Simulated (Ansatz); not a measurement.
(HCd-mu-Cl)2 (Cd₂H₂Cl₂). Charge 0, multiplicity 1. Geometry PBE-D4/def2-SVP; atoms count from 1.

```xyz
6

Cd   -0.282    0.617   -1.730
H    -0.542    1.175   -3.291
Cl    0.037    1.643    0.580
Cd    0.283   -0.617    1.729
H     0.529   -1.175    3.293
Cl   -0.026   -1.643   -0.582
```

In the def2 sets Cd takes a core potential; there is no spin–orbit coupling.

Q: Estimate the Mulliken populations from the PBE0/def2-TZVP orbitals of Ansatz.

A: 
```csv
atom,charge (e),d electrons
Cd1,0.58,9.99
H2,-0.11,–
Cl3,-0.47,–
Cd4,0.58,9.99
H5,-0.11,–
Cl6,-0.47,–
```
Mulliken values and Mayer orders depend strongly on the basis.

Q: And the Mayer bond orders between bonded heavy atoms (over 0.3)?

A: Cd1–Cl3 0.44 (2.55 Å); Cd1–Cl6 0.44 (2.55 Å); Cl3–Cd4 0.44 (2.55 Å); Cd4–Cl6 0.44 (2.55 Å).
